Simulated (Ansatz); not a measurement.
Species: H9GaSi3, SMILES `[SiH3][Ga]([SiH3])[SiH3]` (charge 0, multiplicity 1).

**Question.** Give a relaxed geometry from PBE0-D3(BJ)/def2-TZVP (Ansatz, a program for electronic structure).

**Answer.** the end point of this relaxation (outside a Z-matrix the atoms follow the SMILES, hydrogens last).
Z-matrix (Å, degrees):
```
Ga
Si 1 2.4183
H 2 1.4889 1 113.29
H 2 1.4897 3 108.20 1 124.75
H 2 1.4928 3 107.66 4 115.89
Si 1 2.4202 2 121.69 3 -21.86
H 6 1.4889 1 113.47 2 13.84
H 6 1.4904 7 108.06 1 -123.79
H 6 1.4922 7 107.76 8 -115.82
Si 1 2.4212 2 120.40 3 162.00
H 10 1.4889 1 113.62 2 -11.34
H 10 1.4906 11 108.03 1 123.48
H 10 1.4920 11 107.79 12 115.80
```
